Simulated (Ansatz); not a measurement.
The cluster In2As. Total charge 0; doublet. Geometry relaxed at PBE-D4/def2-TZVP.

```xyz
3

In    1.078    2.019    0.050
In   -0.344   -2.142   -0.731
As   -0.734    0.123    0.681
```

In the def2 sets In takes a core potential; there is no spin–orbit coupling. The structure comes from a short search, and lower isomers may exist.

Question: Estimate the harmonic wavenumbers at UKS PBE-D4/def2-TZVP (Ansatz, unscaled). Is this a minimum?

Answer: 33, 161, 197 cm⁻¹. Yes, no mode is imaginary beyond noise. Zero-point energy 2.3 kJ/mol. It took 36 s on 2 threads of Arm Neoverse V2 on a shared host.
